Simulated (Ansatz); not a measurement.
Several settings on one geometry of `Oc1ccc(Oc2ccccc2)cc1` (that of the charge 0 singlet, PBE-D4/def2-SVP). Ansatz on 4 threads of Arm Neoverse V1 on a shared host; times are rough.

Cartesian coordinates in Å:
```
O -4.4647 -1.5406 -1.1496
C -3.3352 -1.0274 -0.5849
C -2.9433 -1.5252 0.6739
C -1.7878 -1.0378 1.2944
C -1.0170 -0.0422 0.6714
O 0.0695 0.4666 1.3597
C 1.2978 0.5500 0.7461
C 2.1945 1.5019 1.2659
C 3.4824 1.6093 0.7253
C 3.8834 0.7780 -0.3343
C 2.9825 -0.1711 -0.8430
C 1.6906 -0.2943 -0.3101
C -1.4048 0.4660 -0.5799
C -2.5561 -0.0297 -1.2057
H -4.6104 -1.0957 -2.0052
H -3.5595 -2.3017 1.1503
H -1.4674 -1.4185 2.2750
H 1.8578 2.1442 2.0925
H 4.1792 2.3572 1.1345
H 4.8939 0.8685 -0.7600
H 3.2889 -0.8359 -1.6655
H 0.9896 -1.0447 -0.7025
H -0.8044 1.2522 -1.0609
H -2.8597 0.3710 -2.1874
```

Totals from different functionals, basis sets or treatments of relativity can't be compared as stabilities.

The 6-31G sets use Cartesian d functions. B3LYP takes the VWN-RPA correlation.

The spins typed aren't always the lowest for that charge.

Q: Give the basis size and estimate the energy, ⟨S²⟩, dipole and time of these runs.

```
run                          method  charge    state                                                                        further keys
  1         UKS r2SCANh/aug-cc-pVDZ       1  doublet  fitting: {mean_field: cc-pVTZ-jkfit}; scf: {lower_state_search: off}; forces asked
  2  ROKS revPBE-D3(BJ)/aug-cc-pVDZ       0  triplet                                         scf: {omitted_lower_state_checks: [starts]}
  3             RKS r2SCAN0/cc-pVDZ       0  singlet                                        scf: {lower_state_search: off}; forces asked
  4                UKS B3LYP/6-31G*       0  triplet                           scf: {omitted_lower_state_checks: [starts]}; forces asked
```

A: 
```json
{"run": "1", "functions": "412", "energy (Eh)": "-613.1668", "⟨S²⟩": "0.76", "dipole (D)": "–", "wall time": "64 s"}
{"run": "2", "functions": "412", "energy (Eh)": "-613.5870", "⟨S²⟩": "–", "dipole (D)": "–", "wall time": "81 s"}
{"run": "3", "functions": "246", "energy (Eh)": "-613.3691", "⟨S²⟩": "–", "dipole (D)": "2.09", "wall time": "11 s"}
{"run": "4", "functions": "230", "energy (Eh)": "-613.5851", "⟨S²⟩": "2.03", "dipole (D)": "2.04", "wall time": "24 s"}
```
